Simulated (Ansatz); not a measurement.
Cost and result for the atomization energy of C3H8AlF, SMILES `CC[CH2][AlH][F]` (13 atoms, 12 bonds).

Z-matrix (Å, degrees):
```
C
C 1 1.520
H 1 1.093 2 111.7
H 1 1.094 2 110.9 3 120.4
H 1 1.094 2 110.9 3 -120.4
C 2 1.529 1 113.2 3 -180.0
H 2 1.096 1 109.1 3 -57.3
H 2 1.096 1 109.1 3 57.3
Al 6 1.947 2 115.3 1 -180.0
H 6 1.099 2 110.1 1 -57.3
H 6 1.099 2 110.1 1 57.3
F 9 1.655 6 118.5 2 179.8
H 9 1.582 6 125.6 2 -0.2
```

Charge 0, multiplicity 1. The geometry is a stationary point of PBE0-D4/def2-TZVP. It is one conformer, not always the lowest. Program: Ansatz. All runs use 4 threads of an Arm Neoverse V1 on a shared host. Times are those of one run each, without the atoms' runs, and a repeat can differ threefold. Electronic energies, without spin–orbit coupling; frozen cores. CCSD(T)/CBS adds CCSD(T) − MP2 in def2-TZVPP to the MP2 limit, and its time is that of the two runs behind it. T1 = 0.010. B3LYP takes the VWN-RPA correlation (the form of Gaussian; ORCA's B3LYP/G).

CCSD(T)/CBS is a level of theory with its own doubt, some kJ/mol a heavy atom from the limit and from the frozen cores, so smaller differences don't rank the functionals.

```json
{"level": "PBE-D4/def2-TZVPP (with forces)", "functions": "278", "wall time": "2.9 s", "atomization (kJ/mol)": "4977.2", "difference from CCSD(T)/CBS": "45.2", "per bond": "3.8"}
{"level": "PBE0-D4/def2-TZVPP", "functions": "278", "wall time": "3.2 s", "atomization (kJ/mol)": "4922.3", "difference from CCSD(T)/CBS": "-9.7", "per bond": "-0.8"}
{"level": "B3LYP-D4/def2-TZVPP (with forces)", "functions": "278", "wall time": "4.9 s", "atomization (kJ/mol)": "4917.4", "difference from CCSD(T)/CBS": "-14.6", "per bond": "-1.2"}
{"level": "r2SCAN-D4/def2-TZVPP (with forces)", "functions": "278", "wall time": "5.5 s", "atomization (kJ/mol)": "4933.4", "difference from CCSD(T)/CBS": "1.4", "per bond": "0.1"}
{"level": "B2PLYP/def2-TZVPP", "functions": "278", "wall time": "6 s", "atomization (kJ/mol)": "4878.2", "difference from CCSD(T)/CBS": "-53.8", "per bond": "-4.5"}
{"level": "ωB97X-V/def2-TZVPP", "functions": "278", "wall time": "9 s", "atomization (kJ/mol)": "4929.8", "difference from CCSD(T)/CBS": "-2.2", "per bond": "-0.2"}
{"level": "ωB97M-V/def2-TZVPP (with forces)", "functions": "278", "wall time": "13 s", "atomization (kJ/mol)": "4933.2", "difference from CCSD(T)/CBS": "1.2", "per bond": "0.1"}
{"level": "MP2/def2-QZVPP", "functions": "538", "wall time": "28 s", "atomization (kJ/mol)": "4948.3", "difference from CCSD(T)/CBS": "16.3", "per bond": "1.4"}
{"level": "CCSD(T)/def2-TZVPP", "functions": "278", "wall time": "3.6 min", "atomization (kJ/mol)": "4822.5", "difference from CCSD(T)/CBS": "-109.5", "per bond": "-9.1"}
{"level": "CCSD(T)/CBS(def2)", "functions": "–", "wall time": "4.1 min", "atomization (kJ/mol)": "4932.0", "difference from CCSD(T)/CBS": "0.0", "per bond": "0.0"}
```

The D4 term adds +34.4 kJ/mol with B3LYP and +18.1 kJ/mol with PBE0; it sums over pairs of atoms, weighted by their polarisabilities, and B3LYP, whose exchange is more repulsive, gets the larger term. From PBE to PBE0 (25 % exact exchange), in def2-TZVPP and without D4, the atomization energy moves by −51.5 kJ/mol: exact exchange takes away binding that semilocal exchange gives to molecules. In def2-TZVPP, CCSD(T) changes the Hartree–Fock value by +1066.4 kJ/mol (the triples alone add +54.1 kJ/mol) and MP2 by +1126.8 kJ/mol; breaking electron pairs costs correlation energy, which Hartree–Fock lacks.
